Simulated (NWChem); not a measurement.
# Excited singlets of HClSi by symmetry

```xyz
3

Si    -0.7507    -0.8137     0.0000
H      0.3276    -1.9106     0.0000
Cl     0.5989     0.7825     0.0000
```
Charge 0, spin multiplicity 1.

All runs are NWChem calculations. All single points use one geometry, from PBE0/def2-SVP, a minimum by its harmonic frequencies.

Basis set: def2-SVPD. Symmetry labels belong to the abelian group Cs used in the runs, with the axes of the coordinates shown. Entries are the lowest vertical excitation energy of each symmetry in eV (for CIS and TDDFT among the lowest few roots); a state of one symmetry need not have the same character in every method. Symmetries that some method's roots don't reach, or where a double excitation leads the EOM-CCSD root, are left out.

The correlated methods keep 10 core orbitals frozen. B3LYP has NWChem's definition, with VWN1-RPA local correlation. The structure started from a generated list of species. Coupled-cluster values serve here as a point of comparison, not as the truth.

| method | a" | a' |
|---|---|---|
| CIS | 3.08 | 6.18 |
| TD-PBE | 2.52 | 5.22 |
| TD-B3LYP | [?] | [?] |
| TDA-BHandHLYP | 2.92 | 5.81 |
| EOM-CCSD | 2.87 | 5.83 |

### Question
Some entries are withheld; supply them.

### Answer

- TD-B3LYP, a": 2.67
- TD-B3LYP, a': 5.45
